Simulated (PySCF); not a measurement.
The same groups moved round the core (benzothiophene boryl+boryl). Gas-phase values, no solvent. One relaxed conformer stands for each flexible species; it need not be the lowest. Strings in code marks are SMILES.

The T1 excitation (TDA) from two functionals at the same geometries (PBE0-D4/def2-SVP), both in PySCF: PBE-D3(BJ)/def2-TZVP and B3LYP-D3(BJ)/def2-TZVP. B3LYP has the VWN-RPA correlation part, as in Gaussian. Excitations are Tamm–Dancoff values on a coarser integration grid. The basis has no diffuse functions, so Rydberg states are missing or too high.

```csv
species,PBE-D3(BJ)/def2-TZVP (eV)
`Bc1cc(B)c2ccsc2c1`,2.52
`Bc1cc2c(B)cccc2s1`,2.20
`Bc1ccc(B)c2sccc12`,1.97
`c1c2sc(B)cc2ccc1B`,2.09
`Bc1ccc2scc(B)c2c1`,2.70
`Bc1csc2c(B)cccc12`,2.68
```

Task: What does B3LYP-D3(BJ)/def2-TZVP give for each?

Result: 
- `Bc1cc(B)c2ccsc2c1`: 2.74
- `Bc1cc2c(B)cccc2s1`: 2.41
- `Bc1ccc(B)c2sccc12`: 2.28
- `c1c2sc(B)cc2ccc1B`: 2.32
- `Bc1ccc2scc(B)c2c1`: 2.93
- `Bc1csc2c(B)cccc12`: 2.89
Over these rows, drawn at random from the members with no instability flagged (it was tested for open shells, ions and some series alone), PBE minus B3LYP-D3(BJ): mean -0.23 eV, from -0.32 eV to -0.21 eV.
